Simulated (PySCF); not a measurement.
NMR data sheet: C₅H₆BNO₂S

* Formula: C5H6BNO2S
* SMILES: OB(O)c1ccc(S)cn1
* InChI: InChI=1S/C5H6BNO2S/c8-6(9)5-2-1-4(10)3-7-5/h1-3,8-10H
* Point group of the computed structure: C1
* Carbon signals: 5
* Proton signals: 5

Numbering as in the mapped SMILES `[OH:1][B:2]([OH:3])[c:4]1[cH:5][cH:6][c:7]([SH:8])[cH:9][n:10]1` (H(Xn): hydrogen on atom n).

Level of theory: coordinates at the PBE0-D3(BJ)/def2-SVP level, shielding tensors at PBE0/pcSseg-1 (GIAO), in PySCF 2.14 (one averaged value for each set of equivalent atoms, isolated molecule, a single conformation, non-relativistic).

δ = σ(ref) − σ, references computed at the same level: 1H (31.27 ppm) and 13C (184.41 ppm) vs TMS; 11B (100.73 ppm) against BF3·OEt2; 15N (265.67 ppm) vs NH3; 17O (334.56 ppm) against H2O; 33S (495.66 ppm) vs CS2.

```tsv
carbon	δC, type	δH (multiplicity)	HMBC from (2–3 bonds)	span of the C tensor (ppm)
C4	156.7, C	–	H(C9), H(C6), H(C5)	232
C5	131.3, CH	7.18 (d)	H(C6)	241
C6	135.0, CH	7.43 (d)	H(C9), H(C5)	230
C7	140.8, C	–	H(C9), H(C6), H(C5)	207
C9	152.7, CH	8.59 (s)	H(C6)	190
```

Other nuclei:
```
      atoms  nucleus                        environment  δ (ppm)  σ (ppm)
H(O1)/H(O3)       1H  hydrogen on an oxygen bonded to B     4.11    27.15
      H(S8)       1H         hydrogen on a thiol sulfur     3.72    27.55
         B2      11B             boron bonded to C, 2 O     26.2     74.5
        N10      15N        pyridine-type ring nitrogen    389.7   -124.0
      O1/O3      17O              oxygen bonded to B, H    117.1    217.4
         S8      33S                       thiol sulfur      -28    523.7
```

δC 156.7: substituted aromatic carbon next to a ring nitrogen. δC 152.7: aromatic CH next to a ring nitrogen; the adjacent pyridine-type nitrogen withdraws density from it. δC 140.8: aromatic carbon bearing sulfur. δC 135.0, 131.3: aromatic CH; the aromatic region. δH 8.59: hydrogen on an aromatic CH next to a ring nitrogen; ring current plus the neighbouring ring nitrogen.

OH and NH positions are those of a molecule without intermolecular hydrogen bonds; in solution they move with solvent, concentration and temperature, and exchange usually removes their couplings. A carbon bonded to boron is broadened by the quadrupolar boron nucleus and is often missing from a measured spectrum. Shifts are as computed. Against solution values, carbons near 30 ppm lie about +2 ppm off and those near 130 ppm about +5 ppm; carbons on S a further +3 ppm. Of 1211 compounds with measured shifts, 218 miss one by over three times the rms of a fit or turn the order of signals round; such compounds aren't used in these exercises. Experimental scales use liquid or dissolved standards, which lie at an offset from isolated NH3 (liquid NH3: subtract about 20 ppm) and H2O (liquid H2O: subtract about 36 ppm). Unscaled 15N shifts of sp2 nitrogen come out 20 to 40 ppm too high even then. No couplings were computed; multiplicities are counted from neighbouring protons, with m where these are inequivalent, close in shift, in a saturated or five-membered ring or joined by F or P, and br s for small geminal =CH2 splittings.
